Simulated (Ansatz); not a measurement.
Stepwise reaction of `[NH2][In]([NH2])[NH2]` with hydrogen sulfide, as a gas-phase model of exchange steps in deposition or etching. ΔE in kJ/mol; ΔG adds harmonic PBE0-D4 terms to CCSD(T)/CBS, at 1 bar.

Isolated molecules relaxed with PBE0-D4/def2-TZVP in Ansatz; ΔE leaves out vibrations. CBS: MP2 limit from def2 TZ/QZ plus the TZ coupled-cluster correction, frozen cores. This one scheme is used for every species. Functionals use def2-TZVPP. B3LYP here is the variant with VWN-RPA as its local correlation; programs differ in this. def2 core potentials past Kr. For In outer-core shells are correlated without core-valence functions, which leaves a few kJ/mol of doubt a bond. Each species was taken in one conformer, which may not be the lowest.

```csv
step,reaction,PBE-D4,B3LYP-D4,ωB97M-V,CCSD(T)/CBS,ΔG(500 K)
1,`[NH2][In]([NH2])[NH2]` + H₂S → `[NH2][In]([NH2])[SH]` + NH₃,-91.9,-90.2,-89.2,-86.4,-74.7
2,`[NH2][In]([NH2])[SH]` + H₂S → `[NH2][In]([SH])[SH]` + NH₃,-89.4,-88.0,-86.3,-84.3,-73.0
```

Q: Give the row of step 3, `[NH2][In]([SH])[SH]` + H₂S → `[SH][In]([SH])[SH]` + NH₃. (Estimate.)

A: Ansatz gave: 
```
step                                                  reaction  PBE-D4  B3LYP-D4  ωB97M-V  CCSD(T)/CBS  ΔG(500 K)
   3  `[NH2][In]([SH])[SH]` + H₂S → `[SH][In]([SH])[SH]` + NH₃   -87.0     -85.9    -84.0        -82.2      -65.4
```

Q: By hand: ΔE of the 3 steps together at CCSD(T)/CBS.

A: (-86.4) + (-84.3) + (-82.2) = -252.9 kJ/mol, or -84.3 kJ/mol a step.

In ΔE the steps differ by no more than 4.2 kJ/mol. All are downhill at CCSD(T)/CBS. ΔG lies between -74.7 and -65.4 kJ/mol a step. PBE-D4 differs from CCSD(T)/CBS by -5.5 to -4.8 kJ/mol a step. Isolated molecules leave out the surface, adducts and barriers. Largest T1 diagnostic: 0.014.
